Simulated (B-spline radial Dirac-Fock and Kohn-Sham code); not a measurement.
Auger parameter of mercury: the L3 level and its strongest L3-MM line

Method: multi-electron Dirac-Fock with separately optimised hole states, Breit and Lamb-shift corrections added in first order. Computed with a radial finite-basis atomic code. The modified Auger parameter α′ is the binding energy plus the kinetic energy of the Auger electron; it does not depend on the energy zero. For free ions it tends to fall with charge, since less charge screens the final holes.

```
            species          configuration  binding 2p3/2 (eV)  Auger line  kinetic (eV)  α′ (eV)
                 Hg     [Xe] 4f14 5d10 6s2             12290.6    M3M3 J=2        6509.5  18800.1
                Hg⁺     [Xe] 4f14 5d10 6s1             12300.2    M3M3 J=2        6498.6  18798.7
                Hg⁺  [Xe] 4f14 5d9 6s1 6p1             12306.6    M3M3 J=2        6491.8  18798.4
                Hg⁺      [Xe] 4f14 5d9 6s2             12304.9    M3M3 J=2        6493.4  18798.3
 Hg⁺ (Watson 1.8 Å)     [Xe] 4f14 5d10 6s1             12292.4    M3M3 J=2        6506.5  18798.9
               Hg²⁺         [Xe] 4f14 5d10             12310.9    M3M3 J=2        6486.7  18797.6
Hg²⁺ (Watson 1.8 Å)         [Xe] 4f14 5d10             12294.9    M3M3 J=2        6502.7  18797.6
  Hg²⁺ (Watson 3 Å)         [Xe] 4f14 5d10             12301.3    M3M3 J=2        6496.3  18797.6
               Hg³⁺          [Xe] 4f14 5d9             12327.5    M3M3 J=2        6468.7  18796.2
               Hg⁴⁺          [Xe] 4f14 5d8             12345.4    M3M3 J=2        6449.6  18795.0
               Hg⁵⁺          [Xe] 4f14 5d7             12364.5    M3M3 J=2        6429.5  18794.0
               Hg⁶⁺          [Xe] 4f14 5d6             12384.7    M3M3 J=2        6408.5  18793.2
               Hg⁷⁺          [Xe] 4f14 5d5             12406.0    M3M3 J=2        6386.6  18792.6
```
